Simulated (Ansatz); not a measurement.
Born–Oppenheimer molecular dynamics of CH3AlBCl (7 atoms, charge 0, multiplicity 1). It starts at the highest image of a converged band, a first-order saddle point between two minima.

Computed with Ansatz, UKS LDA/def2-SVP.

- ensemble: NVE (velocity Verlet)
- time step: 0.5 fs
- steps asked: 200
- starting velocities drawn for: 300 K
- seed: 11990

First frame:

```xyz
7
Properties=species:S:1:pos:R:3
Cl -1.851 -1.677 0.959
B -0.704 -0.563 0.247
C 0.513 0.187 0.714
Al 0.077 0.842 -1.031
H 0.451 -0.900 -0.411
H 0.997 0.265 1.714
H 0.518 1.846 -2.192
```

Q: How far do the bonds stretch over the last three quarters of this one trajectory? (Pairs bonded in most of those frames.)

A: 
| bond | mean (Å) | spread (Å) | shortest | longest |
| --- | --- | --- | --- | --- |
| Cl1–B2 | 1.765 | 0.036 | 1.72 | 1.84 |
| B2–C3 | 1.477 | 0.040 | 1.41 | 1.55 |
| B2–Al4 | 2.171 | 0.054 | 2.07 | 2.27 |
| C3–Al4 | 1.851 | 0.085 | 1.73 | 1.99 |
| C3–H6 | 1.116 | 0.027 | 1.07 | 1.18 |
| Al4–H5 | 1.836 | 0.135 | 1.61 | 2.13 |
| Al4–H7 | 1.596 | 0.040 | 1.53 | 1.66 |

Mean temperature of the second half: 1574 K. The conserved energy stayed within 0.23 meV per atom of its start (net change 0.079 meV per atom), so the integration is sound. The kinetic energy rose, since the run started high on the potential surface and went downhill. A run of 0.1 ps of so small a system gives no equilibrium averages. The orbitals stay closed-shell, which can raise the energy where a bond breaks towards radicals; this wasn't checked here.

Run time: 5.1 min on 2 threads of Arm Neoverse N1, with other jobs on the host, peak memory 0.15 GiB.
